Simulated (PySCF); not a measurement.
System: sum formula BN$_{2}$H$_{5}$, net charge 0, singlet state. 
Coordinates optimised at B3LYP-D3(BJ)/def2-TZVP (Ansatz):
```
B
N 1 1.4120
H 2 1.0034 1 122.04
H 2 1.0060 3 113.52 1 -180.00
N 1 1.4120 2 122.86 3 -180.00
H 5 1.0034 1 122.04 2 -180.00
H 5 1.0060 6 113.52 1 -180.00
H 1 1.1954 2 118.57 3 0.00
```
Charge 0, spin multiplicity 1.

Dispersion corrections to the total energy (kcal/mol) from the dftd3 and dftd4 libraries through PySCF: D3(BJ) without and D4 with the three-body term, each with the damping fitted for the functional named.

```
functional  D3(BJ)     D4
----------  ------  -----
B2PLYP       -1.74  -1.40
TPSS         -2.89    ___
CAM-B3LYP    -1.65  -1.64
B3LYP        -3.96  -3.25
HF             ___  -8.37
revPBE       -6.33  -7.59
PBE            ___  -2.03
```

Q: Complete the blanks.

A: 
- TPSS, D4: -2.75
- HF, D3(BJ): -21.32
- PBE, D3(BJ): -2.37
